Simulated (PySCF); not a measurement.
C2H6FNOSi, SMILES C1OC[Si]1(F)N. Geometry: PBE-D3(BJ)/def2-SVP. This is a generated structure with no PubChem entry under its InChIKey; it may be hypothetical. One conformer was computed; it need not be the lowest.

Problem. Give the equilibrium geometry at PBE-D3(BJ)/def2-SVP (PySCF confirms it by a frequency run) as a Z-matrix. (An estimate is asked for; the answer gives what the named calculation found.)

Solution. One answer among several that fit: 
```
Si
F 1 1.6512
N 1 1.7267 2 112.57
H 3 1.0243 1 118.67 2 69.66
H 3 1.0243 4 109.83 1 141.27
C 1 1.8941 2 116.82 3 137.00
H 6 1.1107 1 120.36 2 -121.93
H 6 1.1161 7 108.49 1 -136.57
O 6 1.4542 7 110.47 8 -123.09
C 9 1.4543 6 104.94 7 -138.42
H 10 1.1107 9 110.47 6 138.42
H 10 1.1161 11 108.50 9 -123.10
```
Charge 0, spin multiplicity 1.
